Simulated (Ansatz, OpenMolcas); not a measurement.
## BCl3 (boron trichloride): the vertical ionisation energy, rung by rung

BCl3 has 4 atoms, charge 0, and is taken as a singlet. SMILES: `ClB(Cl)Cl`. The shape is that of a PBE0-D4/def2-TZVP optimisation.

```xyz
4

Cl   -0.2579    0.5164    1.6383
B     0.0000    0.0000    0.0000
Cl    0.9420   -1.4231   -0.3240
Cl   -0.6841    0.9066   -1.3143
```

Quantity: the vertical ionisation energy (to the doublet cation), in eV. The values are calculated.

| level | kind | program | value (eV) | CPU time (all runs) |
| --- | --- | --- | --- | --- |
| PBE/6-311+G** | GGA | Ansatz | 10.86 | 25 s |
| BHLYP/6-311+G** | global hybrid | Ansatz | 11.72 | 36 s |
| M06-2X/6-311+G** | hybrid meta-GGA | OpenMolcas | 11.80 | 81 s |
| PBE0/6-311+G** | global hybrid | Ansatz | 11.39 | 30 s |
| wB97M-V/6-311+G** | range-separated hybrid | Ansatz | 11.74 | 4.5 min |
| B2PLYP/6-311+G** | double hybrid | Ansatz | 11.35 | 52 s |
| RPA@PBE0/6-311+G** | RPA | Ansatz | 11.03 | 49 s |
| CCSD/6-311+G** | coupled cluster or CI | Ansatz | 11.55 | 2.8 min |

The values span 10.86 to 11.80 eV. CPU times are rough (shared hosts, several kinds of processor): they show what a rung costs within a factor of a few.
